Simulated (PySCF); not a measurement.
From one molecule to another.

First species: C8H8O4.
SMILES: `C=C[C@@H]1OC(=O)C(=O)O[C@H]1C=C`

Second species: C4H8F3NP2.
SMILES: `CN(C)/P=P\CC(F)(F)F`

Levels: PBE0/pcSseg-1 for dipole moment, HOMO energy, LUMO energy and HOMO–LUMO gap; GFN2-xTB for rotational constant A and rotational constant C. Geometries: GFN2-xTB. Each species is one conformer at its optimised geometry, gas phase, non-relativistic unless stated; the electronic structure was computed with PySCF and density fitting.

Dipoles, sizes and rotational constants follow the conformer. The torsions of the flexible species, by atom-mapped SMILES:
- `[CH2:1]=[CH:2][C@@H:3]1[O:4][C:5](=[O:6])[C:7](=[O:8])[O:9][C@H:10]1[CH:11]=[CH2:12]`: C1–C2–C3–O4 133°, O9–C10–C11–C12 7°
- `[CH3:1][N:2]([CH3:3])/[P:4]=[P:5]\[CH2:6][C:7]([F:8])([F:9])[F:10]`: C1–N2–P4–P5 59°, P4–P5–C6–C7 -120°, P5–C6–C7–F8 55°

| property | column X | column Y |
| --- | --- | --- |
| dipole moment | 6.11 D | 4.12 D |
| HOMO energy | -7.99 eV | -6.33 eV |
| LUMO energy | -1.80 eV | -2.45 eV |
| HOMO–LUMO gap | 6.19 eV | 3.88 eV |
| rotational constant A | 1.219 GHz | 1.686 GHz |
| rotational constant C | 0.845 GHz | 0.480 GHz |

Task: Which column belongs to which species?

Result: Column X is the first species and column Y the second. The first has 20 atoms and 88 electrons, the second 18 and 96.

Task: How does each property change from the first species to the second?

Result: dipole moment -1.99 D; HOMO energy +1.66 eV; LUMO energy -0.65 eV; HOMO–LUMO gap -2.31 eV; rotational constant A +0.467 GHz; rotational constant C -0.365 GHz.

On the first: The dipole equals about 20.4 × 10⁻³⁰ C·m (1 D = 3.33564 × 10⁻³⁰ C·m).

On the second: The dipole matches unit charges of opposite sign 0.86 Å apart (1 e·Å = 4.8032 D).
